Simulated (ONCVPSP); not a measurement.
Before and after: ONCV potential for Lu (Z = 71)

| Quantity | Value |
| --- | --- |
| Element | lutetium |
| Generator | ONCVPSP 4.0.1 |
| Type | optimised norm-conserving Vanderbilt (ONCV) |
| Functional | PBE |
| Relativity | scalar-relativistic |
| Frozen core | [Kr] 4d10 |
| Valence charge | 25 |
| Reference configuration | 4f14 5s2 5p6 5d1 6s2 |
| Partial waves | 5s+6s: rc 2.05 bohr, ncon 4, nbas 8, qcut 6.8 1/bohr, 2 projectors; 5p: rc 1.45 bohr, ncon 4, nbas 7, qcut 6.5 1/bohr, 2 projectors, debl 3.3 Ha; 5d: rc 2.45 bohr, ncon 4, nbas 8, qcut 3.3 1/bohr, 1 projector; 4f: rc 1.25 bohr, ncon 5, nbas 9, qcut 13.5 1/bohr, local |
| Local potential | the f channel |
| Core correction | Teter function fitted to the true core (icmod 2), fcfact 0.65 |

All-electron outer shells of the reference configuration (PBE, scalar-relativistic, ld1.x):

```json
{"shell": "4d", "level (eV)": "-191.92", "outermost node (bohr)": "0.23", "outermost maximum (bohr)": "0.48"}
{"shell": "5s", "level (eV)": "-61.06", "outermost node (bohr)": "0.57", "outermost maximum (bohr)": "1.04"}
{"shell": "5p", "level (eV)": "-31.66", "outermost node (bohr)": "0.61", "outermost maximum (bohr)": "1.19"}
{"shell": "4f", "level (eV)": "-9.62", "outermost node (bohr)": "–", "outermost maximum (bohr)": "0.47"}
{"shell": "6s", "level (eV)": "-4.66", "outermost node (bohr)": "1.41", "outermost maximum (bohr)": "3.08"}
{"shell": "5d", "level (eV)": "-1.75", "outermost node (bohr)": "0.68", "outermost maximum (bohr)": "1.84"}
```

Change: fully relativistic.

Cutoffs: the cutoffs (Ha) at which the residual kinetic energy of the hardest occupied pseudo-wave falls to 1 and 0.1 mHa per electron; they do not see the model core or the augmentation charge, which bear on the density cutoff. Errors are all-electron minus pseudo energies relative to the spin-unpolarised reference configuration.

Question: What does the change do?

Answer: The potential gets neither clearly harder nor softer (87 Ha and 184 Ha → 87 Ha and 185 Ha); both files keep a bound ghost (p, s); the miss of the reference levels goes from 0.00 to 0.88 eV; the number of tests with a reliable result goes from 3 to 2. In the changed file the local f channel has no projectors, so it cannot carry the spin–orbit splitting, and the file is wrong for that shell.

| quantity | base | changed |
| --- | --- | --- |
| cutoff, loose | 87 Ha | 87 Ha |
| cutoff, tight | 184 Ha | 185 Ha |
| loose cutoff by channel | s 14 Ha, p 23 Ha, d 31 Ha, f 87 Ha | s 14 Ha, p 24 Ha, d 32 Ha, f 87 Ha |
| bound ghosts | s, p | s, p3/2, p1/2 |
| GHOST(+) flags under 300 eV | none | none |
| largest miss of a reference level, eV | 0.00 | 0.88 |
| tests with a reliable result | 3 of 4 | 2 of 4 |
| error for 4f14 5s2 5p6 5d1 6s1, meV [ΔE 7.37 eV] | -2.0 | +0.9 |
| error for 4f13 5s2 5p6 5d2 6s2, meV [ΔE 10.93 → 10.81 eV] | -204 | -247 |
| s: phases at 2.08 bohr within 0.05 rad from the reference energy up to (Ha; the scan ends near 5) | to the end of the scan | to the end of the scan |
| rms error of d²Exc/dni dnj with the model core, mHa | 1.70 | 3.10 |

 A true bound ghost makes a file unfit for plane-wave use even where its test errors are small: the radial tests pick states by their node count and pass the ghost by.
